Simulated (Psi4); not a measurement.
GaH3SO2 (SMILES [OH][Ga]([OH])[SH]): entropy by statistical mechanics

A singlet with charge 0, relaxed at PBE0-D4/def2-TZVP (density fitting) (Psi4 1.11):

```xyz
7

O    -1.4368   -1.0545   -0.4600
Ga    0.1195   -0.4305    0.1468
O     0.5484   -0.4181    1.8738
S     1.5580    0.3430   -1.2908
H    -2.0316   -1.3854    0.2159
H    -0.1230   -0.7720    2.4600
H     0.7313    0.0831   -2.3189
```

Harmonic wavenumbers in cm⁻¹: 128, 179, 187, 208, 276, 313, 421, 679, 710, 727, 792, 861, 2709, 3904, 3909.

Masses in u: O 15.999, Ga 69.723, S 32.06, H 1.008. Take T = 298.15 K, p = 1 bar, R = 8.3145 J/(mol K), kT/hc = 207.22 cm⁻¹, rigid rotor and harmonic oscillator.

Problem. Work out S° at 298 K.

Solution. 
1. Translation (Sackur–Tetrode): S = R[3/2 ln M + 5/2 ln T − 1.1517] with M = 136.805 gives 170.2 J/(mol K).
2. Rotation: principal moments 84.633, 174.249, 258.882 u Å² give A, B, C = 0.1992, 0.0967, 0.0651 cm⁻¹; the symmetry number is σ = 1; q = (√π/σ)√((kT/hc)³/ABC) = 149305; S = R(ln q + 3/2) = 111.5.
3. Vibration: with u = ν̃/207.22, each mode gives R[u/(eᵘ − 1) − ln(1 − e⁻ᵘ)]; the sum is 61.5, most from 128 cm⁻¹ (12.5), 179 cm⁻¹ (9.8), 187 cm⁻¹ (9.4).
4. Spin: R ln 1 = 0.0.
5. Sum: 170.2 + 111.5 + 61.5 + 0.0 = 343.2 J/(mol K).

No measured value is set beside it here. Where a soft mode is a torsion, a harmonic oscillator describes it poorly.
